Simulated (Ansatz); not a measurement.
CH4O2SW (`[CH3][W](=[O])([OH])=[S]`): the same geometry under several functionals.

```yaml
crystal:
  periodic: [false, false, false]
  atoms:
    - {symbol: C, position_ang: [-0.378842, -0.604179, -1.152862]}
    - {symbol: W, position_ang: [0.578812, 0.237914, 0.518500]}
    - {symbol: O, position_ang: [1.902967, -0.785407, 0.799286]}
    - {symbol: O, position_ang: [-0.622565, 0.245213, 1.954328]}
    - {symbol: S, position_ang: [1.222239, 2.171749, -0.109451]}
    - {symbol: H, position_ang: [-1.230904, 0.010968, -1.452783]}
    - {symbol: H, position_ang: [0.312467, -0.684585, -1.994298]}
    - {symbol: H, position_ang: [-0.723746, -1.608570, -0.885325]}
    - {symbol: H, position_ang: [-1.060438, 1.016896, 2.322604]}
basis:
  gaussian: {orbitals: def2-TZVPP}
hamiltonian: {xc: {name: r2SCANh}, dispersion: d4}
output: {orbitals: {seedname: orbitals}}
```

```sh
$ ansatz run in.yaml --threads 4 --pin off --events-out ev --progress --plain --max-ram 10444MiB
```

Output, abridged:

```
Functional definition: r2SCANh
1337 factors; their error is unknown
mean field evaluation 1: about -17844.5811 eV, gradient 9.7e1 eV
mean field evaluation 2: about -17685.9671 eV, gradient 2.8e2 eV
mean field evaluation 4: about -17859.4495 eV, gradient 3.4e1 eV
mean field evaluation 8: about -17861.4177 eV, gradient 1.7e0 eV
mean field evaluation 16: about -17861.4211 eV, gradient 7.6e-4 eV
mean field -17861.42107183 eV, -656.3951174839 hartree, gradient 6.4e-5 eV, S^2 0.000000; 0 other end points of the search recorded, 0 dependent functions left out
reference -17861.42108269 eV, -656.3951178827 hartree; 28, 28 occupied and 219, 219 virtual orbitals, 1337 factors
Total energy: -17861.48185117 eV, -656.3973510832 hartree
```

It took 6.5 s on 4 threads of an Arm Neoverse V1 on a shared host, with 0.66 GiB of host memory at the peak.

Changing it to `hamiltonian: {xc: {name: wB97M-V}}` and forces (abridged; 16 s):

```
Functional definition: wB97M-V
mean field evaluation 16: about -17859.4883 eV, gradient 5.6e-3 eV
mean field -17859.48828870 eV, -656.3240890136 hartree, gradient 4.4e-5 eV, S^2 0.000000
Total energy: -17859.48833793 eV, -656.3240908230 hartree
Atom 0 force    -0.069366    -0.045839    -0.087047 eV/Å
Atom 1 force     0.470166     0.004442     0.062613 eV/Å
Atom 2 force    -0.308337     0.198354    -0.058720 eV/Å
Atom 3 force    -0.027083     0.037634     0.010479 eV/Å
Atom 4 force    -0.075096    -0.166086     0.049693 eV/Å
Atom 5 force     0.062364    -0.068451     0.006025 eV/Å
Atom 6 force    -0.069991     0.002721     0.064307 eV/Å
Atom 7 force     0.018540     0.080670    -0.036232 eV/Å
Atom 8 force    -0.001197    -0.043444    -0.011119 eV/Å
Dipole moment:    -0.709822     0.043222     0.046274 e Å
```

The same input with `hamiltonian: {xc: hse06, dispersion: d4}` (abridged; 4.1 s):

```
Functional definition: HSE06
mean field evaluation 16: about -17854.3674 eV, gradient 1.2e-4 eV
mean field -17854.36736452 eV, -656.1358985212 hartree, gradient 5.2e-5 eV, S^2 0.000000
Total energy: -17854.56021736 eV, -656.1429857325 hartree
```

With the line `hamiltonian: {xc: {name: PBE-QIDH}}` (abridged; 7 s):

```
Functional definition: PBE-QIDH
mean field evaluation 16: about -17835.1699 eV, gradient 1.8e-3 eV
mean field -17835.16990316 eV, -655.4304048289 hartree, gradient 5.7e-6 eV, S^2 0.000000
8 core orbitals not correlated: weight in the atoms' cores, before any rotation towards them, 1.000 or more for the frozen orbitals, at most 0.000 for the correlated occupied ones
second order -41.99881523 eV of doubles, -0.00000000 eV of singles
Total energy: -17849.16952015 eV, -655.9448812637 hartree
```

Changing it to `hamiltonian: {xc: {name: revPBE}, dispersion: d4}` (abridged; 2.6 s):

```
Functional definition: revPBE
mean field evaluation 16: about -17863.4773 eV, gradient 3.2e-2 eV
mean field -17863.47731356 eV, -656.4706829736 hartree, gradient 3.3e-5 eV, S^2 0.000000
Total energy: -17864.06409686 eV, -656.4922468621 hartree
```

Changing it to `hamiltonian: {xc: pbe, dispersion: d4}` and forces (abridged; 3.2 s):

```
Functional definition: PBE
mean field evaluation 16: about -17855.8828 eV, gradient 3.2e-2 eV
mean field -17855.88281755 eV, -656.1915903929 hartree, gradient 3.9e-5 eV, S^2 0.000000
Total energy: -17856.12016877 eV, -656.2003128893 hartree
Atom 0 force     0.011417     0.010624     0.020891 eV/Å
Atom 1 force    -0.703624     0.219545    -0.259176 eV/Å
Atom 2 force     0.894110    -0.660584     0.202020 eV/Å
Atom 3 force    -0.113602    -0.387930     0.253436 eV/Å
Atom 4 force     0.213271     0.548625    -0.177534 eV/Å
Atom 5 force    -0.161337     0.114602    -0.063610 eV/Å
Atom 6 force     0.123549    -0.021278    -0.173658 eV/Å
Atom 7 force    -0.066161    -0.194198     0.037621 eV/Å
Atom 8 force    -0.197623     0.370595     0.160009 eV/Å
Dipole moment:    -0.683198     0.028231     0.054089 e Å
```

HSE06 is the plane-wave form, built on full-range PBE exchange.
